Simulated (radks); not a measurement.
Values are calculated unless marked as measured or tabulated.
Ag4+, 43 electrons, occupied as [Kr] 4d7.

Level of theory: Dirac Kohn-Sham, AM05, spin-unpolarised, spherical densities, point nucleus; open shells fill j = l - 1/2 first (a radial shooting solver on a logarithmic mesh with Libxc functionals).

Energy parts (Ry):
total: -10616.53650
kinetic: 11109.16088
electron-nucleus: -25577.93588
Hartree: 4137.86963
exchange-correlation: -285.63112

Orbitals (lengths in bohr, moments of r in powers of bohr):
orbital,occ.,eigenvalue (Ry),<r^2>,<1/r>,<r>,small-component weight
1s1/2,2,-1862.753,0.001310,49.40,0.03113,2.96e-02
2s1/2,2,-277.9085,0.02143,11.38,0.1347,6.19e-03
2p1/2,2,-258.6447,0.01601,11.36,0.1142,6.21e-03
2p3/2,4,-245.7824,0.01734,10.68,0.1192,5.96e-03
3s1/2,2,-54.37983,0.1556,3.980,0.3687,1.74e-03
3p1/2,2,-46.71802,0.1510,3.888,0.3602,1.69e-03
3p3/2,4,-44.44547,0.1600,3.720,0.3712,1.62e-03
3d3/2,4,-30.86059,0.1409,3.558,0.3437,1.51e-03
3d5/2,6,-30.40221,0.1436,3.515,0.3472,1.49e-03
4s1/2,2,-11.08729,0.9178,1.541,0.9008,4.55e-04
4p1/2,2,-8.63560,1.047,1.428,0.9579,4.02e-04
4p3/2,4,-8.24158,1.109,1.377,0.9859,3.83e-04
4d3/2,4,-4.42718,1.662,1.111,1.192,2.63e-04
4d5/2,3,-4.37369,1.693,1.098,1.203,2.58e-04

The highest occupied level is 4d5/2 at -59.507 eV. Summed over all electrons, <r^2> = 22.92 bohr^2, which gives a Langevin (diamagnetic) susceptibility term of -18.2 x 10^-6 cm^3/mol. For comparison, the ionisation energy in NIST's Atomic Spectra Database is 65 eV (theoretical). In exact Kohn-Sham theory the highest level is minus the ionisation energy, but local and semilocal functionals leave it too shallow, through self-interaction and a potential that decays too fast; potentials with the right tail come closer. The density falls to 0.001 e/bohr^3 at r = 2.89 bohr.

Beside tabulated values, note that spin-unpolarised runs miss the spin-polarisation part of the exchange energy of open shells.
